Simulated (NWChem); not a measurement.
A series in which one site is exchanged, each optimised at PBE0/def2-SVP with NWChem, gas phase unless a solvent is named. All stand in one matching conformer (torsions within 35°), which need not be the lowest. Some are not confirmed as minima by frequencies. def2 effective core potentials on Cd, Te; no spin-orbit coupling.

A: CS[TeH] (CH4STe; site = Te)
B: C[S][CdH] (CH4CdS; site = Cd)
C: [BeH][S]C (CH₄BeS; site = Be)

Values for A:

```
Property                                             Value
---------------------------------------------------  -----
dipole (D), PBE0/def2-SVP                             1.57
orbital gap (eV), PBE0/def2-SVP                       4.94
static polarisability, PBE0/def2-SVPD (bohr³)         78.7
lowest singlet excitation, PBE0/def2-SVPD, TDA (eV)   3.43
```

How do these values change for the other members?


| change from A | B | C |
|---|---|---|
| dipole (D), PBE0/def2-SVP | -0.04 | +0.05 |
| orbital gap (eV), PBE0/def2-SVP | +0.56 | +1.13 |
| static polarisability, PBE0/def2-SVPD (bohr³) | -9.7 | -26.9 |
| lowest singlet excitation, PBE0/def2-SVPD, TDA (eV) | +0.85 | +1.09 |
